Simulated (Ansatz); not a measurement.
One geometry of Cu6P⁻, several levels of theory.

```yaml
crystal:
  periodic: [false, false, false]
  atoms:
    - {symbol: P, position_ang: [1.800631, -0.059866, -1.415053]}
    - {symbol: Cu, position_ang: [0.467220, 1.543776, -0.645338]}
    - {symbol: Cu, position_ang: [-0.440394, -0.677001, -0.919015]}
    - {symbol: Cu, position_ang: [-1.957014, 1.461228, -0.392802]}
    - {symbol: Cu, position_ang: [-0.622242, -1.906675, 1.447562]}
    - {symbol: Cu, position_ang: [-0.646938, 0.445398, 1.284796]}
    - {symbol: Cu, position_ang: [1.398747, -0.806839, 0.639850]}
basis:
  gaussian: {orbitals: def2-SVPD, initial_orbitals: start.molden}
total_charge: -1
hamiltonian: {xc: pbe}
correlation: {method: rpa, frozen_orbitals: {Cu: 9, P: 5}}
scf: {omitted_lower_state_checks: [starts]}
```

The file start.molden holds the orbitals of an earlier run on this structure, at another level or in another basis.

```sh
$ ansatz run in.yaml --threads 4 --pin off --events-out ev --progress --plain --max-ram 4787MiB
```

Output, abridged:

```
Functional definition: PBE
2393 factors; integrals over basis functions are off by at most 8.2e-4 eV
mean field evaluation 1: about -277055.0810 eV, gradient 1.5e1 eV
mean field evaluation 2: about -277055.8080 eV, gradient 1.2e0 eV
mean field evaluation 4: about -277055.8102 eV, gradient 1.1e-1 eV
mean field evaluation 8: about -277055.8103 eV, gradient 5.0e-6 eV
a density is far from that of the atoms, so the factors are made again for it
2559 factors; integrals over basis functions are off by at most 6.3e-4 eV
mean field evaluation 16: about -277055.8103 eV, gradient 5.0e-6 eV
mean field -277055.81025455 eV, -10181.6132316817 hartree, gradient 5.0e-6 eV, S^2 0.000000; 1 other end points of the search recorded, 0 dependent functions left out
59 core orbitals not correlated: weight in the atoms' cores, before any rotation towards them, 1.000 or more for the frozen orbitals, at most 0.000 for the correlated occupied ones
reference -276811.93040313 eV, -10172.6508124495 hartree; 36, 36 occupied and 133, 133 virtual orbitals, 2559 factors
Total energy: -276888.29954677 eV, -10175.4573267137 hartree
Checks for a lower state left out: starts
```

Run time 38 s (4 threads of Arm Neoverse V2 on a shared host), peak host memory 0.98 GiB.

The first input with `gaussian: {orbitals: def2-TZVPD, initial_orbitals: start.molden}`, `hamiltonian: {xc: pbe0, dispersion: d4}`, `output: {orbitals: {seedname: orbitals}}` and without the key `correlation` (abridged; 32 s):

```
Functional definition: PBE0
mean field -277097.11653398 eV, -10183.1312094523 hartree, gradient 5.6e-5 eV, S^2 0.000000
Total energy: -277097.62542920 eV, -10183.1499110067 hartree
Checks for a lower state left out: starts
```

The first input with `gaussian: {orbitals: STO-3G}`, `hamiltonian: {xc: hf}`, `output: {orbitals: {seedname: orbitals}}` and without the key `correlation` (abridged; 25 s):

```
Functional definition: HF
mean field evaluation 16: about -273725.3234 eV, gradient 2.7e0 eV
mean field evaluation 32: about -273725.4901 eV, gradient 2.6e-5 eV
mean field -273725.49014004 eV, -10059.2262248455 hartree, gradient 9.4e-6 eV, S^2 0.000000
Total energy: -273725.49014004 eV, -10059.2262248455 hartree
Checks for a lower state left out: starts
```

The first input with `gaussian: {orbitals: def2-TZVPD, initial_orbitals: start.molden}`, `hamiltonian: {xc: pbe, dispersion: d4}`, `output: {forces: true, orbitals: {seedname: orbitals}}` and without the key `correlation` (abridged; 17 s):

```
Functional definition: PBE
mean field -277098.62935578 eV, -10183.1868046279 hartree, gradient 2.5e-5 eV, S^2 0.000000
Total energy: -277099.22111591 eV, -10183.2085514118 hartree
Atom 0 force    -0.049894     0.048115     0.123913 eV/Å
Atom 1 force     0.132169    -0.058885    -0.038855 eV/Å
Atom 2 force    -0.068092    -0.060911    -0.064089 eV/Å
Atom 3 force    -0.072158     0.003370    -0.045326 eV/Å
Atom 4 force    -0.041978    -0.078480    -0.001830 eV/Å
Atom 5 force     0.013359     0.082957     0.132782 eV/Å
Atom 6 force     0.086594     0.063833    -0.106595 eV/Å
Dipole moment:    -0.466289    -0.014826     0.311446 e Å
Checks for a lower state left out: starts
```

The first input with `gaussian: {orbitals: def2-TZVPD, initial_orbitals: start.molden}`, `hamiltonian: {xc: r2scan, dispersion: d4}`, `output: {orbitals: {seedname: orbitals}}` and without the key `correlation` (abridged; 37 s):

```
Functional definition: r2SCAN
mean field -277139.19025044 eV, -10184.6773900137 hartree, gradient 1.3e-5 eV, S^2 0.000000
Total energy: -277139.30352057 eV, -10184.6815526142 hartree
Checks for a lower state left out: starts
```

The first input with `gaussian: {orbitals: def2-TZVPD, initial_orbitals: start.molden}`, `hamiltonian: {xc: {name: B3LYP}, dispersion: d4}`, `output: {orbitals: {seedname: orbitals}}` and without the key `correlation` (abridged; 32 s):

```
Functional definition: B3LYP
mean field -277148.95190980 eV, -10185.0361243783 hartree, gradient 2.5e-5 eV, S^2 0.000000
Total energy: -277149.94730737 eV, -10185.0727045644 hartree
Checks for a lower state left out: starts
```

First input, but with `gaussian: {orbitals: def2-TZVPD, initial_orbitals: start.molden}`, `hamiltonian: {xc: lda}`, `output: {orbitals: {seedname: orbitals}}` and without the key `correlation` (abridged; 8.5 s):

```
Functional definition: SPW92
mean field -276659.44545550 eV, -10167.0470939823 hartree, gradient 1.6e-5 eV, S^2 0.000000
Total energy: -276659.44549493 eV, -10167.0470954312 hartree
Checks for a lower state left out: starts
```

Geometry: PBE0-D4/def2-SVPD.

B3LYP takes the VWN-RPA correlation. Correlated methods freeze 59 core orbitals. The restricted singlet is unstable towards broken spin symmetry in Hartree–Fock (as tested in another run); at PBE0-D4/def2-TZVPD, HF/STO-3G, PBE-D4/def2-TZVPD, r2SCAN-D4/def2-TZVPD and others this wasn't settled. Another isomer (singlet) lies 0.09 eV lower at PBE0-D4/def2-TZVPD; other spin states weren't run for this one.
